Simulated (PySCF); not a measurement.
Level of theory: NMR shieldings at PBE0/pcSseg-1/GIAO, geometry: GFN2-xTB, in PySCF 2.14.0 with density-fitted response routines (gas phase, fast rotation and ring inversion assumed for equivalent nuclei, relativity neglected, single conformer).

Shifts are taken against calculated references (same method and geometry level): TMS for 1H (31.72 ppm) and 13C (186.93 ppm). Shifts are as computed. Against solution values, carbons near 30 ppm lie about +3 ppm off and those near 130 ppm about +5 ppm; carbons on Cl a further +6 ppm. Of 1211 compounds with measured shifts, 218 miss one by over three times the rms of a fit or turn the order of signals round; such compounds aren't used in these exercises. Carbons bonded to Cl come out too deshielded. OH and NH positions are gas-phase values without hydrogen bonding to other molecules.

(1) Order these molecules by the shift of their most deshielded carbon-bound hydrogen, lowest δ first.
A. CC(=O)c1cc(Cl)nnn1
B. C=C(C)/P=C\C(F)(F)F
C. C=C[C@@H]([C@H](C)O[SiH3])C(F)(F)F

(2) Order these molecules by the shift of their most shielded carbon-bound hydrogen, lowest δ first.
A. C=C[C@@H]([C@H](C)O[SiH3])C(F)(F)F
B. CC(=O)c1cc(Cl)nnn1
C. C=C(C)/P=C\C(F)(F)F

(3) How many 13C and 1H signals does each give (equivalence by symmetry and fast rotation, but not about amide C–N or C=N bonds)? `C=C[C@@H]([C@H](C)O[SiH3])C(F)(F)F`, `C=C(C)/P=C\C(F)(F)F`, `O[Si@@H](C#C[SiH3])O[SiH3]`, `CC(=O)c1cc(Cl)nnn1`

## Answers

(1) C (6.26 ppm, hydrogen on an alkene CH), A (7.92 ppm, hydrogen on an aromatic CH), B (8.61 ppm, hydrogen on a carbon double-bonded to a heavier main-group atom).

(2) A (1.28 ppm, hydrogen on a methyl carbon), C (2.23 ppm, hydrogen on an allylic methyl carbon), B (3.21 ppm, hydrogen on a methyl carbon α to a carbonyl).

(3) C=C[C@@H]([C@H](C)O[SiH3])C(F)(F)F: 6 C, 7 H; C=C(C)/P=C\C(F)(F)F: 5 C, 4 H; O[Si@@H](C#C[SiH3])O[SiH3]: 2 C, 4 H; CC(=O)c1cc(Cl)nnn1: 5 C, 2 H.
